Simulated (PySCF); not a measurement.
## SMILES C(#C)C(C#C)=CCC, C₈H₈

Geometry:
```csv
atom,x (Å),y (Å),z (Å)
C1,-2.271,2.889,-0.205
C2,-1.726,1.832,0.031
C3,-1.104,0.570,0.307
C4,-1.948,-0.587,0.237
C5,-2.683,-1.549,0.168
C6,0.215,0.490,0.616
C7,0.963,-0.764,0.903
C8,2.067,-1.033,-0.118
H9,-2.749,3.828,-0.413
H10,-3.333,-2.402,0.107
H11,0.777,1.430,0.634
H12,0.263,-1.613,0.941
H13,1.414,-0.677,1.908
H14,2.626,-1.945,0.141
H15,1.647,-1.166,-1.126
H16,2.787,-0.201,-0.163
```

The calculation used PySCF 2.14.0, quadratic response PBE0/def2-SVPD first hyperpolarisability, Taylor convention, gas phase. Geometry: PBE0-D3(BJ)/def2-SVP.

Problem. Give β for the processes computed.

Solution. In 10⁻³⁰ esu, Taylor convention; the vector part is βᵢ = ⅓ Σⱼ (βᵢⱼⱼ + βⱼᵢⱼ + βⱼⱼᵢ); β∥ is 3/5 of the vector part along the dipole, the dipole points from − to +:
```
                   process  λ (nm)  β vector norm     β∥  β HRS  depolarisation ratio
           static β(0;0,0)       ∞           0.41  -0.12   0.20                  3.37
second harmonic β(−2ω;ω,ω)    1064           0.72  -0.35   0.31                  4.53
         Pockels β(−ω;ω,0)    1064           0.48  -0.18      –                     –
second harmonic β(−2ω;ω,ω)     800           1.24  -0.69   0.50                  5.31
         Pockels β(−ω;ω,0)     800           0.55  -0.24      –                     –
```

Problem. Which lowest excitations, dipole and polarisabilities go with it?

Solution. S1 4.98 eV (f = 0.346); S2 5.06 eV (f = 0.000); S3 5.44 eV (f = 0.000); dipole 1.19 D; isotropic α 100.0 au static, 101.5 au at 1064 nm, 102.7 au at 800 nm, 106.7 au at 532 nm, 113.6 au at 400 nm.
